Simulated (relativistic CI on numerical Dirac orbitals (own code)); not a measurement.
Slater and spin-orbit integrals, Tb¹⁷⁺

These numbers are calculated, not measured: Dirac-Coulomb-Breit CI, orbitals from a KLI potential per configuration, QED by a radiative potential, unscaled Slater integrals (own radial code, finite nucleus).

Slater integrals F^k, G^k are unscaled and averaged over j, outside the closed core [Kr]; ζ comes from projecting the Hamiltonian with its Breit term on Σ l·s of the shell.

- 4d¹⁰4f²: F^2(4f,4f) = 169780, F^4(4f,4f) = 109550, F^6(4f,4f) = 79751, ζ(4f) = 2700.9 cm⁻¹; <r>(4f) = 0.6026, <r^2>(4f) = 0.4224 (bohr units).
- 4d¹⁰4f5s: ζ(4f) = 2816.7, G^3(4f,5s) = 29795 cm⁻¹; <r>(4f) = 0.5948, <r^2>(4f) = 0.4114, <r>(5s) = 1.031, <r^2>(5s) = 1.182 (bohr units).
- 4d¹⁰4f5p: ζ(4f) = 2838.8, F^2(4f,5p) = 76049, G^2(4f,5p) = 26107, G^4(4f,5p) = 23750, ζ(5p) = 57397 cm⁻¹; <r>(4f) = 0.5942, <r^2>(4f) = 0.4105, <r>(5p) = 1.096, <r^2>(5p) = 1.341 (bohr units).

Averages of the first 10 configurations, taken without configuration mixing, which lowers the lowest level and can move excited configurations by several eV; other configurations of the list can lie among them:

```tsv
Configuration	Parity	States	Average energy above the lowest level (eV)
4d¹⁰4f²	even	91	3.4
4d¹⁰4f5s	odd	28	26.5
4d¹⁰5s²	even	1	56.6
4d¹⁰4f5p	even	84	63.0
4d¹⁰5s5p	odd	12	90.9
4d¹⁰5p²	even	15	129.6
4d⁹4f³	odd	3640	160.3
4d¹⁰5s5d	even	20	145.1
4d¹⁰4f5d	odd	140	115.1
4d¹⁰5p5d	odd	60	182.0
```
